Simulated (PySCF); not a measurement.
H3Sb, triplet, at a GFN2-xTB geometry (a higher spin typed on purpose: for a closed-shell molecule this is an excited state) (core potentials on Sb); M06L/def2-SVP (PySCF).

Input for PySCF:
```python
from pyscf import gto, scf, dft

mol = gto.Mole()
mol.atom = '''
    Sb   -0.03072174    0.00612194    0.00294575
    H    -0.40271124   -1.90552364    0.08879553
    H     0.34262816    1.91749643   -0.08303447
    H     1.62689170   -0.32419160   -0.15599435
'''
mol.basis = 'def2-svp'
mol.ecp = {'Sb': 'def2-svp'}
mol.spin = 2
mol.verbose = 4
mol.build()

mf = dft.UKS(mol)
mf.xc = 'm06l'
mf.grids.level = 2
mf.kernel()
```

What the program printed (banner, timings and long lists left out):

```
PySCF version 2.14.0

[INPUT] verbose = 4
[INPUT] num. atoms = 4
[INPUT] num. electrons = 26
[INPUT] charge = 0
[INPUT] spin (= nelec alpha-beta = 2S) = 2
[INPUT] symmetry False subgroup None
[INPUT] Mole.unit = angstrom
[INPUT] Symbol           X                Y                Z      unit          X                Y                Z       unit  Magmom
[INPUT]  1 Sb    -0.030721740000   0.006121940000   0.002945750000 AA   -0.058055674670   0.011568789951   0.005566660731 Bohr   0.0
[INPUT]  2 H     -0.402711240000  -1.905523640000   0.088795530000 AA   -0.761013950884  -3.600917803484   0.167799232786 Bohr   0.0
[INPUT]  3 H      0.342628160000   1.917496430000  -0.083034470000 AA    0.647473384964   3.623543097531  -0.156912407198 Bohr   0.0
[INPUT]  4 H      1.626891700000  -0.324191600000  -0.155994350000 AA    3.074379747328  -0.612633335885  -0.294786598480 Bohr   0.0

nuclear repulsion = 20.2015844781785
number of shells = 19
number of NR pGTOs = 82
number of NR cGTOs = 41
basis = def2-svp
ecp = {'Sb': 'def2-svp'}

******** <class 'pyscf.dft.uks.UKS'> ********
method = UKS
initial guess = minao
damping factor = 0
level_shift factor = 0
DIIS = <class 'pyscf.scf.diis.CDIIS'>
diis_start_cycle = 1
diis_space = 8
diis_damp = 0
SCF conv_tol = 1e-09
SCF conv_tol_grad = None
SCF max_cycles = 50
direct_scf = True
direct_scf_tol = 1e-13
number electrons alpha = 14  beta = 12
XC library pyscf.dft.libxc version 7.1.2
    S. Lehtola, C. Steigemann, M. J. T. Oliveira, and M. A. L. Marques,  SoftwareX 7, 1–5 (2018)
XC functionals = m06l
    Y. Zhao and D. G. Truhlar,  J. Chem. Phys. 125, 194101 (2006)
    Y. Zhao and D. G. Truhlar,  J. Chem. Phys. 125, 194101 (2006)
    Y. Zhao and D. G. Truhlar,  Theor. Chem. Acc. 120, 215 (2008)
radial grids:
    Treutler-Ahlrichs [JCP 102, 346 (1995); DOI:10.1063/1.469408] (M4) radial grids

becke partition: Becke, JCP 88, 2547 (1988); DOI:10.1063/1.454033
pruning grids: <function nwchem_prune>
grids dens level: 2
symmetrized grids: False
atomic radii adjust function: <function treutler_atomic_radii_adjust>
small_rho_cutoff = 0
Set gradient conv threshold to 3.16228e-05
tot grids = 30160
init E= -216.82853778766

cycle= 1 E= -240.897573221239  delta_E= -24.1  |g|= 1.47  |ddm|=  6.9

cycle= 2 E= -240.908380342589  delta_E= -0.0108  |g|=  1.6  |ddm|= 5.24
cycle= 3 E= -242.074281540455  delta_E= -1.17  |g|= 0.049  |ddm|= 2.87
cycle= 4 E= -242.075481046353  delta_E= -0.0012  |g|= 0.0309  |ddm|= 0.146
cycle= 5 E= -242.076420878396  delta_E= -0.00094  |g|= 0.00714  |ddm|= 0.0721
cycle= 6 E= -242.076471832232  delta_E= -5.1e-05  |g|= 0.00204  |ddm|= 0.017
cycle= 7 E= -242.076476563395  delta_E= -4.73e-06  |g|= 0.000243  |ddm|= 0.00421
cycle= 8 E= -242.0764766441  delta_E= -8.07e-08  |g|= 8.87e-05  |ddm|= 0.000723
cycle= 9 E= -242.076476650686  delta_E= -6.59e-09  |g|= 3.75e-05  |ddm|= 0.000238
cycle= 10 E= -242.076476652106  delta_E= -1.42e-09  |g|= 1.82e-05  |ddm|= 0.000121
cycle= 11 E= -242.076476652533  delta_E= -4.27e-10  |g|= 1.3e-06  |ddm|= 4.45e-05
Extra cycle  E= -242.076476652534  delta_E= -6.82e-13  |g|= 8.66e-07  |ddm|= 3.8e-06
converged SCF energy = -242.076476652534  <S^2> = 2.0109343  2S+1 = 3.0072807
```
